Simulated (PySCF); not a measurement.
A structure optimised at PBE0-D3(BJ)/def2-SVP, used in a PySCF frequency run:

```xyz
10

C      0.0420     0.4680    -1.5611
Si    -0.1336    -0.5752     0.0000
C      0.0420     0.4680     1.5611
H      1.0309     0.9570    -1.5918
H     -0.0594    -0.1501    -2.4659
H     -0.7267     1.2552    -1.5978
H      0.8765    -1.6869     0.0000
H      1.0309     0.9570     1.5918
H     -0.0594    -0.1501     2.4659
H     -0.7267     1.2552     1.5978
```
Charge 0, spin multiplicity 2.

Problem. Write its SMILES, formula and point group.

Solution. C[SiH]C, C2H7Si, Cs

Problem. What are its rotational constants (standard atomic weights)?

Solution. 18.794, 5.9129, 4.8813 GHz
